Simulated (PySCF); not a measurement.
Computed IR spectrum (relative IR intensity) of a molecule C₃H₆F₂Si. Geometry optimised at PBE-D3(BJ)/def2-SVP. The values are those of a single conformer. These are PBE-D3(BJ)/def2-SVP run with PySCF values and carry that method's errors. Frequencies are harmonic and unscaled.

Lines under 2 % of the strongest are left out, and lines within 2 cm⁻¹ are merged.

```csv
ν (cm⁻¹),relative intensity
241,3.3
431,7.5
452,4.0
656,23
681,2.0
825,13
893,100
943,42
960,14
1045,14
1140,8.1
1260,9.9
1406,3.2
1680,7.7
2186,39
2190,45
2966,6.3
3033,2.6
```

### Question
Identify the compound among the candidates.
(A) F[C@@H]1C[C@H](F)[SiH2]1
(B) C=C[Si](C)(F)F
(C) C=C(F)[C@@H](F)[SiH3]
(D) C/C=C(\F)[SiH2]F

### Answer
D, C/C=C(\F)[SiH2]F
